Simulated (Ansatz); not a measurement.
Ge3Se4. Total charge 0; singlet. Geometry PBE-D4/def2-SVP.

```xyz
7

Ge    1.599   -1.606    0.049
Ge   -2.256   -0.099   -0.205
Ge    1.018    2.645    0.241
Se   -0.822   -1.934    1.021
Se   -0.616   -1.803   -1.358
Se   -1.300    2.118   -0.006
Se    2.377    0.679    0.257
```

LC-ωPBE has ω = 0.4 bohr⁻¹. Another isomer (singlet) lies 1.07 eV lower at PBE0-D4/def2-TZVP; other spin states weren't run for this one.

Task: Estimate the orbital energies around the gap (eV) in Ansatz with PBE-D4/def2-TZVP, r2SCAN-D4/def2-TZVP, PBE0-D4/def2-SVP, PBE0-D4/def2-TZVP, LC-ωPBE/def2-TZVP.

Result: 
```
orbital  PBE-D4/def2-TZVP  r2SCAN-D4/def2-TZVP  PBE0-D4/def2-SVP  PBE0-D4/def2-TZVP  LC-ωPBE/def2-TZVP
 HOMO−5             -6.93                -7.27             -8.05              -8.03             -10.60
 HOMO−4             -6.47                -6.77             -7.49              -7.47              -9.85
 HOMO−3             -6.00                -6.29             -7.00              -6.98              -9.36
 HOMO−2             -5.99                -6.26             -6.93              -6.95              -9.35
 HOMO−1             -5.95                -6.26             -6.89              -6.87              -9.06
   HOMO             -5.88                -6.13             -6.79              -6.75              -8.96
   LUMO             -3.70                -3.76             -3.09              -3.08              -1.23
 LUMO+1             -3.29                -3.27             -2.49              -2.50              -0.37
 LUMO+2             -2.47                -2.38             -1.82              -1.82               0.03
 LUMO+3             -2.44                -2.35             -1.70              -1.77               0.11
 LUMO+4             -2.30                -2.24             -1.53              -1.58               0.46
 LUMO+5             -1.95                -1.91             -1.23              -1.24               0.74
```
